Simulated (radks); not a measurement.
All-electron atom: neutral potassium in [Ar] 3d0.5 4s0.5 (fractional occupations, a model configuration).

Method: Dirac Kohn-Sham, PBE, spin-unpolarised, spherical densities, finite nucleus; open shells fill j = l - 1/2 first; Fermi nuclear charge, rms radius 3.4349 fm; computed with a radial shooting solver on a logarithmic mesh with Libxc functionals.

Energy parts (hartree):
| part | energy |
|---|---|
| total | -602.04434 |
| kinetic | 606.21805 |
| electron-nucleus | -1432.70887 |
| Hartree | 257.79072 |
| exchange-correlation | -33.34425 |

Orbitals (lengths in bohr, moments of r in powers of bohr; <r^-3> diverges for s and p1/2):
orbital,occ.,eigenvalue (hartree),<r^4>,<1/r>,<r^-3>
1s1/2,2,-129.4622,0.0002014,18.72,-
2s1/2,2,-13.02284,0.05661,3.806,-
2p1/2,2,-10.40061,0.04799,3.726,-
2p3/2,4,-10.29432,0.04917,3.691,152.9
3s1/2,2,-1.33551,5.781,1.099,-
3p1/2,2,-0.73462,10.86,0.9602,-
3p3/2,4,-0.72482,11.13,0.9532,14.20
3d3/2,0.5,-0.01405,33800,0.1594,0.05072
3d5/2,0,-0.01402,34020,0.1587,0.04987
4s1/2,0.5,-0.10540,1272,0.2660,-

The highest occupied level is 3d3/2 at -0.382 eV. The electron density at the nucleus is 5191 e/bohr^3. Summed over all electrons, <r^2> = 96.26 bohr^2, which gives a Langevin (diamagnetic) susceptibility term of -76.2 x 10^-6 cm^3/mol. The density falls to 0.001 e/bohr^3 at r = 3.87 bohr.
